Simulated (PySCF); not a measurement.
## Frontier orbitals and the lowest excitations

Species: In(NH3)2H3.
Structure used (PBE0-D3(BJ)/def2-SVP), in Å, numbered top down from 1:
```
atom  x, y, z in Å
In1    0.002   -0.001    0.000
N2    -0.010   -0.020    2.546
H3    -0.959    0.050    2.911
H4     0.523    0.761    2.924
H5     0.398   -0.877    2.913
N6     0.010    0.020   -2.545
H7    -0.938    0.023   -2.917
H8     0.485   -0.799   -2.922
H9     0.485    0.844   -2.909
H10    1.755   -0.008    0.007
H11   -0.869    1.521    0.008
H12   -0.882   -1.515   -0.016
```

Theory: PySCF 2.14.0, density-fitted response routines, TDDFT CAM-B3LYP/def2-SVPD, vertical, gas phase, core orbitals frozen in the response, def2 core potentials past Kr. Spin–orbit coupling is left out.

Kohn–Sham orbitals with the atoms that hold most of them (Löwdin shares over 4%, at most four atoms):

```tsv
orbital	ε (eV)	atoms
LUMO+2	1.98	In1 59%, H10 6%, H12 6%, H11 6%
LUMO+1	0.84	In1 31%, N2 8%, N6 8%, H5 7%
LUMO	0.65	In1 57%, N6 5%, N2 5%, H8 5%
HOMO	-8.15	In1 41%, H12 28%, H11 27%
HOMO-1	-8.15	In1 41%, H10 36%, H11 11%, H12 9%
HOMO-2	-9.01	N2 26%, N6 26%, In1 19%, H12 6%
HOMO-3	-10.98	N2 35%, N6 35%, In1 7%
```

Within 0.005 eV of a neighbour in this list lie HOMO-1/HOMO.

(1) How does S1 compare with the orbital gap of 8.79 eV?

(2) Give energy, strength and leading configuration of S5 and S6, and follow the Löwdin shares of the leading atoms from the occupied to the empty orbital.

Results:

(1) S1 is at 6.32 eV (f = 0.0000), 2.47 eV below the gap, made of HOMO-1/HOMO→LUMO+1 (≥95%). S1/S2 lie within about 0.01 eV of each other. Its leading pair isn't HOMO and LUMO; the energies of that pair differ by 8.99 eV. Without the coupling terms of the response equations the lowest excitation would equal the gap.

(2) 
- S5 (6.89 eV, f 0.447), HOMO-2→LUMO+1 (87%): N2 26% → 8%, N6 26% → 8%, In1 19% → 31%
- S6 (6.99 eV, f 0.0000), HOMO-2→LUMO (86%): N2 26% → 5%, N6 26% → 5%, In1 19% → 57%

Orbitals of the list HOMO-3 to LUMO+2 that lie within 0.01 eV of each other are written together with a slash and their weights summed (≥ marks a lower bound); for degenerate orbitals outside that list single weights are arbitrary.

Hardware: x86-64 server, one thread, on a shared host. Cost: 50 s wall.
